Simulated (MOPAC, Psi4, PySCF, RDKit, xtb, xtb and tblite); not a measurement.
Relaxed torsion scan: C6H10OSSi, SMILES COC[SiH2]c1cccs1. Scanned: dihedral O2–C3–Si4–C5; all other coordinates were relaxed at GFN2-xTB. Points at φ and −φ are mirror images.

Geometry of the scan point at 120° (Å):
```
19

C      2.8729     1.1128     0.4088
O      1.6888     0.3981     0.6372
C      1.7017    -0.8986     0.0724
Si     0.0250    -1.6855     0.5463
C     -0.9357    -2.1364    -1.0020
C     -0.8144    -1.6957    -2.2891
C     -1.7659    -2.2418    -3.1753
C     -2.6158    -3.0987    -2.5533
S     -2.2649    -3.2484    -0.8786
H      3.7382     0.5973     0.8461
H      2.7526     2.0858     0.8816
H      3.0553     1.2481    -0.6657
H      2.5456    -1.4720     0.4799
H      1.8612    -0.8327    -1.0126
H      0.2585    -2.9245     1.3031
H     -0.7294    -0.7198     1.3453
H     -0.0596    -0.9930    -2.5955
H     -1.8139    -2.0073    -4.2240
H     -3.4291    -3.6556    -2.9748
```

Methods: GFN2-xTB (xtb and tblite); MMFF94 // GFN2-xTB (RDKit); B3LYP/def2-SVP // GFN2-xTB (Psi4); B3LYP-D3(BJ)/def2-SVP // GFN2-xTB (Psi4); PBE/def2-SVP // GFN2-xTB (Psi4); PBE-D3(BJ)/def2-SVP // GFN2-xTB (Psi4); UFF // GFN2-xTB (RDKit); PM3, restricted, heats of formation // GFN2-xTB (MOPAC); PM7, restricted, heats of formation // GFN2-xTB (MOPAC); GFN1-xTB // GFN2-xTB (xtb); RKS-B3LYP/6-31G* = restricted B3LYP/6-31G*, spherical d, density fitting // GFN2-xTB (PySCF); RHF/6-31G* = restricted Hartree-Fock/6-31G*, spherical d, density fitting // GFN2-xTB (PySCF 2.14.0); RHF/3-21G = restricted Hartree-Fock/3-21G, density fitting // GFN2-xTB (PySCF); RKS-B3LYP/LANL2DZ = restricted B3LYP/LANL2DZ, with its core potentials past Ne // GFN2-xTB in PySCF.

Least-squares fit of E(φ) = a0 + Σ (a_n cos nφ + b_n sin nφ), n = 1 to 4, to the 18 scan points, in kcal/mol above the lowest point of each profile (levels whose profile four harmonics don't fit are not listed):

```csv
method,a0,a1,b1,a2,b2,a3,b3,a4,b4,rms of fit
GFN2-xTB,0.76,0.13,0.00,0.06,0.00,0.71,0.00,0.01,0.00,0.01
MMFF94,1.34,-0.84,0.00,0.00,0.00,0.97,0.00,-0.05,0.00,0.07
B3LYP/def2-SVP,2.02,-0.77,0.00,0.20,0.00,1.41,0.00,0.12,0.00,0.05
B3LYP-D3(BJ)/def2-SVP,2.26,-1.02,0.00,0.23,0.00,1.50,0.00,0.12,0.00,0.05
PBE/def2-SVP,2.03,-0.80,0.00,0.23,0.00,1.37,0.00,0.14,0.00,0.05
PBE-D3(BJ)/def2-SVP,2.18,-0.96,0.00,0.25,0.00,1.43,0.00,0.14,0.00,0.05
UFF,1.87,0.26,0.00,0.93,0.00,1.54,0.00,-0.04,0.00,0.06
PM3,0.53,0.62,0.00,0.58,0.00,0.22,0.00,0.04,0.00,0.03
PM7,0.70,0.19,0.00,0.31,0.00,0.60,0.00,0.07,0.00,0.02
GFN1-xTB,1.18,-0.09,0.00,0.16,0.00,0.97,0.00,0.10,0.00,0.03
RKS-B3LYP/6-31G*,1.66,-0.48,0.00,0.25,0.00,1.15,0.00,0.15,0.00,0.06
RHF/6-31G*,1.65,-0.30,0.00,0.29,0.00,1.27,0.00,0.04,0.00,0.05
RHF/3-21G,2.25,-1.11,0.00,0.01,0.00,1.48,0.00,0.11,0.00,0.10
RKS-B3LYP/LANL2DZ,1.38,-0.38,0.00,0.06,0.00,1.06,0.00,0.06,0.00,0.06
```

MMFF94 has few fitted parameters for silicon.
